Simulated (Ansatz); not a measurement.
Job for Ansatz (a quantum-chemistry and plane-wave program): U-r2SCAN/cc-pVTZ on CH5GaO (SMILES [CH3][GaH][OH]), a point of a bond scan (R = 2.120 Å).

Ansatz 0.2 input:
```yaml
crystal:
  periodic: [false, false, false]
  atoms:
    - {symbol: Ga, position_ang: [-0.20387702, -0.20087746, -0.18794731]}
    - {symbol: H, position_ang: [-1.44614138, -1.52481062, -1.28237805]}
    - {symbol: C, position_ang: [0.23367618, 1.68484976, -0.52349908]}
    - {symbol: H, position_ang: [0.71008193, 1.79959260, -1.49873918]}
    - {symbol: H, position_ang: [0.90792671, 2.05496810, 0.24752430]}
    - {symbol: H, position_ang: [-0.67239606, 2.29332646, -0.52678867]}
    - {symbol: O, position_ang: [0.58916424, -0.88060294, 1.28534330]}
    - {symbol: H, position_ang: [0.38327687, -1.80339226, 1.46125511]}
basis:
  gaussian:
    orbitals: cc-pVTZ
hamiltonian:
  xc: {name: r2SCAN}
magnetization: {spin_polarized: true, initial_magnetization: 0}
```

Program output:

```
WARN ansatz: RAYON_NUM_THREADS=1 ignored (pool sized by the plan → 1); use --threads N
Functional definition: r2SCAN
integrals: 0.08 GiB planned
994 factors; their error is unknown
mean field: 0.77 GiB planned
mean field evaluation 1: about -55529.9938 eV, gradient 6.0e1 eV
mean field evaluation 2: about -55450.0348 eV, gradient 1.3e2 eV
mean field evaluation 4: about -55543.0607 eV, gradient 1.1e1 eV
mean field evaluation 8: about -55543.5554 eV, gradient 1.1e-1 eV
mean field evaluation 16: about -55543.5396 eV, gradient 2.2e-4 eV
mean field -55543.53955081 eV, -2041.1874297289 hartree, gradient 7.0e-5 eV, S^2 0.000000; 0 other end points of the search recorded, 0 dependent functions left out
reference -55543.53956646 eV, -2041.1874303039 hartree; 25, 25 occupied and 148, 148 virtual orbitals, 994 factors
Total energy: -55543.53956646 eV, -2041.1874303039 hartree
```

Self-consistency was reached.

Cost: around 7 core-seconds (rough).
